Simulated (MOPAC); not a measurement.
MOPAC input (PM6):

```
PM6 1SCF GEO-OK AUX(PRECISION=9) THREADS=1
O3W

W    -0.06392434 1   -0.10995229 1   -0.08652031 1
O     1.63317091 1    0.01788959 1   -0.38614974 1
O    -0.27318225 1   -0.43492179 1    1.59777763 1
O    -0.76868855 1    1.43409090 1   -0.41131505 1
```

Output:

```
 *******************************************************************************
 **                                                                           **
 **                              MOPAC v23.2.5                                **
 **                                                                           **
 *******************************************************************************
 ** MOPAC's Digital Object Identifier: https://doi.org/10.5281/zenodo.6511958 **
 **                                                                           **
 ** Please cite the open-source release paper for use of this MOPAC version:  **
 ** J. E. Moussa and J. J. P. Stewart (2026)                                  **
 ** MOPAC: An open-source semiempirical molecular orbital program             **
 ** J. Open Source Softw., 11(119), 8025, https://doi.org/10.21105/joss.08025 **
 *******************************************************************************

                              PM6 CALCULATION RESULTS

 *******************************************************************************
 *  PM6        - The PM6 Hamiltonian to be used
 *  GEO-OK     - OVERRIDE INTERATOMIC DISTANCE AND OTHER SAFETY CHECKS
 *  1SCF       - DO 1 SCF AND THEN STOP
 *  AUX        - OUTPUT AUXILIARY INFORMATION
 *******************************************************************************
PM6 1SCF GEO-OK AUX(PRECISION=9) THREADS=1
 O3W

   ATOM   CHEMICAL          X               Y               Z
  NUMBER   SYMBOL      (ANGSTROMS)     (ANGSTROMS)     (ANGSTROMS)

     1       W         -0.06392434  *  -0.10995229  *  -0.08652031  *
     2       O          1.63317091  *   0.01788959  *  -0.38614974  *
     3       O         -0.27318225  *  -0.43492179  *   1.59777763  *
     4       O         -0.76868855  *   1.43409090  *  -0.41131505  *

          CARTESIAN COORDINATES

    NO.       ATOM           X           Y           Z

     1         W         -0.0639     -0.1100     -0.0865
     2         O          1.6332      0.0179     -0.3861
     3         O         -0.2732     -0.4349      1.5978
     4         O         -0.7687      1.4341     -0.4113

 General Reference for PM6:
 "Optimization of Parameters for Semiempirical Methods V: Modification of NDDO Approximations
 and Application to 70 Elements", J. J. P. Stewart, J. Mol. Mod., 13, 1173-1213 (2007)
 URL: https://link.springer.com/article/10.1007/s00894-007-0233-4

           Empirical Formula: O3 W  =     4 atoms

      MOLECULAR POINT GROUP   :   C3v

      RHF CALCULATION, NO. OF DOUBLY OCCUPIED LEVELS = 12

 -------------------------------------------------------------------------------
 PM6 1SCF GEO-OK AUX(PRECISION=9) THREADS=1
 O3W

     1SCF WAS SPECIFIED, SO BFGS WAS NOT USED
     SCF FIELD WAS ACHIEVED

                              PM6 CALCULATION
                                                       MOPAC v23.2.5 Linux

          FINAL HEAT OF FORMATION =        -85.76258 KCAL/MOL =    -358.83063 KJ/MOL

          COSMO AREA              =         98.16 SQUARE ANGSTROMS
          COSMO VOLUME            =         86.58 CUBIC ANGSTROMS

          IONIZATION POTENTIAL    =          9.837015 EV
          HOMO LUMO ENERGIES (EV) =         -9.837 -1.357
          NO. OF FILLED LEVELS    =         12
          MOLECULAR WEIGHT        =        231.8482         POINT GROUP:  C3v

          MOLECULAR DIMENSIONS (Angstroms)

            Atom       Atom       Distance
            O     3    O     2     2.78840
            O     4    O     2     2.41483
            O     4    W     1     0.62811

          SCF CALCULATIONS        =          1

   ATOM   CHEMICAL          X               Y               Z
  NUMBER   SYMBOL      (ANGSTROMS)     (ANGSTROMS)     (ANGSTROMS)

     1       W         -0.06392434  *  -0.10995229  *  -0.08652031  *
     2       O          1.63317091  *   0.01788959  *  -0.38614974  *
     3       O         -0.27318225  *  -0.43492179  *   1.59777763  *
     4       O         -0.76868855  *   1.43409090  *  -0.41131505  *

                             CARTESIAN COORDINATES

   1    W       -0.063924340    -0.109952290    -0.086520310
   2    O        1.633170910     0.017889590    -0.386149740
   3    O       -0.273182250    -0.434921790     1.597777630
   4    O       -0.768688550     1.434090900    -0.411315050

           Empirical Formula: O3 W  =     4 atoms

      MOLECULAR POINT GROUP   :   C3v

                  EIGENVALUES
 -28.67138 -28.67137 -27.81761 -15.12986 -15.04131 -15.04131 -13.74450 -11.87350
 -11.87350 -10.12340 -10.12340  -9.83702  -1.35741  -0.36071  -0.36071   2.72901
   3.29997   3.29997   4.73564   5.93870   5.93870

              NET ATOMIC CHARGES AND DIPOLE CONTRIBUTIONS

  ATOM NO.   TYPE          CHARGE      No. of ELECS.   s-Pop       p-Pop       d-Pop
    1          W           0.694094        5.3059     0.93634     1.17110     3.19846
    2          O          -0.231365        6.2314     1.66136     4.57001
    3          O          -0.231365        6.2314     1.66136     4.57001
    4          O          -0.231365        6.2314     1.66136     4.57001
 DIPOLE           X         Y         Z       TOTAL
 POINT-CHG.    -0.870    -1.497    -1.178     2.094
 HYBRID        -0.721    -1.240    -0.976     1.735
 SUM           -1.591    -2.737    -2.154     3.829

          ATOMIC ORBITAL ELECTRON POPULATIONS

     Atom    s        px        py        pz      x^2-y^2     xz        z^2       yz        xy
    1  W   0.93634   0.42134   0.35613   0.39364   0.61146   0.70283   0.59440   0.63930   0.65048
    2  O   1.66136   1.63787   1.46582   1.46632
    3  O   1.66136   1.51903   1.40419   1.64679
    4  O   1.66136   1.47567   1.63084   1.46350

 **********************
 *                    *
 * JOB ENDED NORMALLY *
 *                    *
 **********************

 == MOPAC DONE ==
```

The geometry given is a B3LYP-D3(BJ)/def2-TZVP minimum.
